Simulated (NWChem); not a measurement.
System: MgSiH$_{3}$Br; SMILES [SiH3][Mg][Br]

This build's default masses of Se (78.918 u) and Br (79.917 u) are each other's, which moves their modes by up to 0.6 %.

**Question.** Give the equilibrium geometry at PBE-D3(BJ)/def2-SVP (NWChem) as a list of bonds and angles, with the point group.

**Answer.** point group C3v; any orientation.
Bonded distances (Å): Mg1–Br2 2.372, Mg1–Si3 2.568, Si3–H4 1.510, Si3–H5 1.510, Si3–H6 1.510. Bond angles (°): Br2–Mg1–Si3 179.9, Mg1–Si3–H4 112.2, Mg1–Si3–H5 112.2, Mg1–Si3–H6 112.0, H4–Si3–H5 106.7, H4–Si3–H6 106.7, H5–Si3–H6 106.7.
